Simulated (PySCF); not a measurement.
Species: H₇N₃Si₂.
Z-matrix (Å and degrees, GFN2-xTB geometry), rows numbered from 1:
```
N 
Si  1  1.7169
N   2  1.7476  1  121.28
Si  3  1.7381  2   96.23  1  -117.71
N   4  1.7347  3   83.40  2     6.69
H   1  1.0054  2  118.27  3   -88.08
H   1  1.0071  2  117.75  3    48.38
H   2  1.4572  1  107.41  3   134.54
H   3  1.0029  2  131.22  1    78.54
H   4  1.4621  3  114.61  2  -107.57
H   4  1.4605  3  113.55  2   119.74
H   5  1.0018  2  130.36  1   -67.12
```

Computed, not measured: PySCF 2.14.0, density-fitted response routines, TDDFT CAM-B3LYP/def2-SVPD, vertical, gas phase, core orbitals frozen in the response.

Frontier orbitals with the atoms that hold most of them (Löwdin shares over 4%, at most four atoms; ? is withheld):

```json
{"orbital": "LUMO+2", "ε (eV)": "1.69", "atoms": "Si4 44%, H10 9%, Si2 8%, H11 8%"}
{"orbital": "LUMO+1", "ε (eV)": "1.31", "atoms": "Si2 35%, Si4 15%, H6 11%, N1 9%"}
{"orbital": "LUMO", "ε (eV)": "?", "atoms": "Si4 27%, Si2 11%, H10 11%, H11 10%"}
{"orbital": "HOMO", "ε (eV)": "-8.25", "atoms": "?"}
{"orbital": "HOMO-1", "ε (eV)": "-8.75", "atoms": "?"}
{"orbital": "HOMO-2", "ε (eV)": "-9.26", "atoms": "N1 55%, N3 14%, Si2 11%, H7 6%"}
{"orbital": "HOMO-3", "ε (eV)": "-10.78", "atoms": "N5 24%, Si4 17%, Si2 15%, N3 12%"}
```

Task: Give the leading atoms of the HOMO.

Result: N3 (bonded to 2 Si and H) 43%; N5 (bonded to 2 Si and H) 31%; Si4 (bonded to 2 N and 2 H) 6%; N1 (bonded to Si and 2 H) 6%. By element: nitrogen 80%, silicon 6% or more.

Task: Give the leading atoms of the HOMO-1.

Result: N5 (bonded to 2 Si and H) 31%; Si4 (bonded to 2 N and 2 H) 14%; N3 (bonded to 2 Si and H) 13%; Si2 (bonded to 3 N and H) 9%. By element: nitrogen 43% or more, silicon 24%.

Task: What is the LUMO energy, and the HOMO–LUMO gap?

Result: ε(LUMO) = 0.96 eV; the gap is 9.21 eV (0.3385 hartree).

Task: How does S1 compare with the orbital gap of 9.21 eV?

Result: S1 is at 5.86 eV (f = 0.028), 3.35 eV below the gap, made of HOMO→LUMO (94%). Without the coupling terms of the response equations the lowest excitation would equal the gap.

Task: Give energy, strength and leading configuration of S1 and S2, and follow the Löwdin shares of the leading atoms from the occupied to the empty orbital.

Result: 
- S1 (5.86 eV, f 0.028), HOMO→LUMO (94%): N3 43% → at most 11%, N5 31% → at most 11%, Si4 6% → 27%, Si2 at most 6% → 11%
- S2 (6.25 eV, f 0.0013), HOMO-1→LUMO (74%): N5 31% → at most 11%, Si4 14% → 27%, Si2 9% → 11%

One conformer stands for the species.
